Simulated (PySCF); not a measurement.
The vertical singlet excitations below were computed for one of the candidates. Level of theory: TDDFT B3LYP/def2-SVPD, vertical, gas phase, core orbitals frozen in the response (PySCF). Geometries: GFN2-xTB, one conformer each. Relativistic effects are left out although some hold elements past zinc.

```csv
state,λ (nm),f
S1,441.8,0.0009
S2,426.1,0.017
S3,304.0,0.029
S4,253.1,0.0022
S5,245.5,0.014
S6,242.0,0.0003
S7,230.5,0.040
S8,218.5,0.018
```

Triplets computed (Tamm–Dancoff): 2.38, 2.66, 2.87 eV.

**Question.** Which structure fits?
A. `P#CC1CCCC1`
B. `C=CC1=CCPC1`
C. `CC1=C(F)[P@@H](=[Se])C=C1`

**Answer.** C. Its S1, at 2.81 eV, is the lowest among the candidates; the nearest of the others has S1 at 4.38 eV. S1 is HOMO→LUMO (84%), HOMO-1→LUMO (16%). Löwdin shares by element: HOMO selenium 72%, phosphorus 14%, carbon 5% or more; LUMO carbon 65% or more (atoms not listed hold the other 35%). At the same level the other candidates give, for their lowest levels:
- `C=CC1=CCPC1`: 254 nm (f 0.038); 229 nm (f 0.345); 215 nm (f 0.028); 206 nm (f 0.119); 198 nm (f 0.019); T1 3.18 eV; HOMO -6.35, LUMO -1.04 eV
- `P#CC1CCCC1`: 283 nm (f 0.000); 267 nm (f 0.001); 267 nm (f 0.001); 190 nm (f 0.030); 188 nm (f 0.070); T1 3.38 eV; HOMO -6.98, LUMO -1.02 eV
